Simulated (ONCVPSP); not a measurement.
Configuration tests for nickel (Ni) (ONCV)

ONCVPSP 4.0.1 input, shortened (lines: element, Z, core and valence counts, functional; n l f; lmax; l rc ep ncon nbas qcut; lloc lpopt rc5 dvloc0; l nproj debl; icmod fcfact rcfact), PBE, scalar-relativistic:

```
  Ni 28.00    3    5        4      upf
    1    0    2.00
    2    0    2.00
    2    1    6.00
    3    0    2.00
    3    1    6.00
    3    2    8.00
    4    0    1.50
    4    1    0.50
    2
    0    1.05    0.00    4    8   11.10
    1    1.60    0.00    4    8   10.50
    2    1.45    0.00    3    7   12.10
    4    1    0.75    3.00
    0    2    2.30
    1    2    1.90
    2    2    3.10
    0    0.00    0.00
```

Energies are relative to the spin-unpolarised reference configuration 3s2 3p6 3d8 4s1.5 4p0.5; without spin polarisation the order of configurations can differ from experiment. Not all tests gave a result: 1 of 4 tests not solved or not reliable.

| valence configuration | charge | ΔE all-electron (eV) | error AE − PS (meV) |
| --- | --- | --- | --- |
| 3s2 3p6 3d8 4s2 4p0 | 0 | -2.253 | +0.3 |
| 3s2 3p6 3d8 4s1 4p0 | +1 | 7.070 | +0.1 |
| 3s2 3p6 3d8 4s0 4p0 | +2 | 24.421 | +3.9 |

Levels in the configuration 3s2 3p6 3d8 4s0 4p0:

```csv
level,all-electron (eV),pseudo (eV)
3s,-130.746,-130.749
3p,-91.097,-91.103
3d,-28.366,-28.392
```
